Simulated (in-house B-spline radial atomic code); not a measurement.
# Tc IV (Tc3+): [Ne] 3s2 (3p1/2)1 (3p3/2)4 3d10 4s2 4p6 4d5 (with a hole in an inner shell)

Level of theory: Dirac-Kohn-Sham relativistic LDA, spherical fractional occupations, Fermi nucleus of rms radius 4.41117 fm; calculated with a B-spline radial code for spherical atoms.

Effective charges: Z_r = [3n² - l(l+1)]/(2<r>) from the radius, Z_e = n√(-2ε) from the energy, and Slater's rules. Values are occupation-weighted means over j. An effective charge above Z reflects the relativistic contraction of the inner shells.

```
shell  electrons   ε (eV)  <r> (bohr)    Z_r    Z_e  Slater
   1s          2   -20811      0.0344  43.61  39.11   42.70
   2s          2  -3022.6      0.1496  40.10  29.81   38.85
   2p          6    -2719      0.1304  38.36  28.27   38.85
   3s          2  -567.01      0.4137  32.64  19.37   32.10
   3p          5  -463.67      0.4145  30.15  17.51   32.10
   3d         10  -301.77      0.3932  26.71  14.13   22.85
   4s          2  -108.26       1.029  23.33  11.28   16.10
   4p          6  -79.427       1.125  20.44   9.66   16.10
   4d          5   -37.65       1.446  14.52   6.65    6.60
```

The least bound orbital is 4d5/2 at -37.49 eV, and it is also the most diffuse (<r> = 1.451 bohr). The part-filled 3p shell lies below the filled 4p shell in orbital energy.

For the 1s electron the small component carries 2.45 % of the norm, the zero-frequency Breit interaction raises the level by 41.09 eV, self-energy by 22.73 eV, and vacuum polarisation lowers it by 2.67 eV.

The density falls to 0.001 bohr⁻³ at 3.231 bohr; Σ<r²> = 26.802 bohr² gives, by the non-relativistic formula and without the paramagnetism of open shells, a Langevin diamagnetic susceptibility of -21.23×10⁻⁶ cm³/mol.
